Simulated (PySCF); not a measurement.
C8H10Si.
SMILES: `C#C[C@H](C)C1=C[SiH2]C=C1`

Torsions of this conformer, `[CH:1]#[C:2][C@H:3]([CH3:4])[C:5]1=[CH:6][SiH2:7][CH:8]=[CH:9]1`: C2–C3–C5–C6 14°.

The closed-shell ground state was solved at several levels (PySCF, density fitting, gas phase, non-relativistic). One conformer (not necessarily the lowest) at the PBE0-D3(BJ)/def2-SVP geometry, without solvent, vibrations or thermal averaging.

```csv
level,basis functions,HOMO (eV),LUMO (eV),gap (eV),dipole (D)
wB97X-D/pcSseg-1,210,-8.59,0.25,8.84,0.91
wB97X-D/def2-SVPD,264,-8.59,0.25,8.84,1.04
```

(1) Estimate the row for PBE0/pcSseg-1, a basis of 210 functions; the other rows only guide the guess.

(2) How far do the dipole and the HOMO energy spread over the levels?

Results:

(1) HOMO -6.79 eV, LUMO -1.51 eV, gap 5.28 eV, dipole 0.92 D.

(2) The dipole runs from 0.91 to 1.04 D (mean 0.96 D) and the HOMO from -8.59 to -6.79 eV.
